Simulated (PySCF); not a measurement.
A GIAO shielding run with PySCF (density fitting, non-relativistic, gas phase) on `CCCC#C[Si@@H](C)P`, C6H13PSi:

```
$ OMP_NUM_THREADS=1 python probes_run.py task.json out

{"job": {"kind": "nmr", "xc": "PBE0", "basis": "pcSseg-1"}, "charge": 0, "multiplicity": 1}
C     -2.142301     1.892329     0.261315
C     -2.806240     0.567421    -0.091175
C     -2.008876    -0.198933    -1.154516
C     -0.705285    -0.588467    -0.659070
C      0.372559    -0.922577    -0.230952
Si     2.023847    -1.341610     0.489651
C      3.374083    -1.141851    -0.836047
P      2.544304     0.016022     2.216975
H     -2.102904     2.544522    -0.609089
H     -2.696532     2.402139     1.045985
H     -1.125525     1.721654     0.609223
H     -2.889604    -0.050135     0.805591
H     -3.814435     0.748680    -0.471044
H     -1.879373     0.428578    -2.041380
H     -2.554759    -1.099443    -1.451297
H      1.972306    -2.715937     1.015182
H      3.195753    -1.806045    -1.675380
H      4.353100    -1.374862    -0.426603
H      3.408859    -0.125335    -1.218286
H      2.155257     1.181926     1.582397
H      1.316846    -0.121132     2.838048
```

Hardware: 1 thread of an Intel Xeon, shared host. The job also computes population analyses, field gradients.

Q: How large is the calculation?

A: 78 electrons, 215 basis functions and 1158 auxiliary functions.

Q: How long does it take, and how much memory does it need?

A: 3.1 min of wall time, with 14 SCF cycles and 5 response iterations; peak memory 0.96 GiB. Times on a shared host scatter by some tens of per cent.
